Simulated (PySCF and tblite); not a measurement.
Values are calculated unless marked as measured or tabulated.
C₅H₃BrO₂S, numbered as in [O:1]=[c:2]1[o:3][cH:4][cH:5][c:6]([SH:7])[c:8]1[Br:9].

Level: PBE0-D3(BJ)/pcSseg-1//GFN2-xTB, thermal terms from GFN2-xTB, symmetry numbers and mirror pairs counted. Conformers within 2.5 kcal/mol (GFN2-xTB free energy) were kept, 2 at most. Programs: PySCF with density fitting and tblite.

Torsions listed: C5–C6–S7–H7.

```tsv
conformer	shape	symmetry
1	0°	Cs
2	180°	Cs
```

(1) Which of these conformers is the most populated at 298.15 K, and with what share?

(2) Give the DFT energies and free energies relative to the lowest, and all weights.

(3) How does its share change from 250 K to 350 K?

The minima are those of GFN2-xTB; planar forms about aryl–S or allylic bonds may be saddles in DFT.

Results:

(1) Conformer 2, about 83 %.

(2) 
```tsv
conformer	shape	E(DFT) kcal/mol	G(298.15 K) kcal/mol	weight %
1	0°	1.09	0.94	17.0
2	180°	0.00	0.00	83.0
```

(3) From 87 % to 79 %; the mixing entropy goes from 0.76 to 1.02 cal/(mol K).


Conformer gaps in pcSseg-1 on xTB geometries can be 2 kcal/mol off for S=O, P=O and other polar bonds.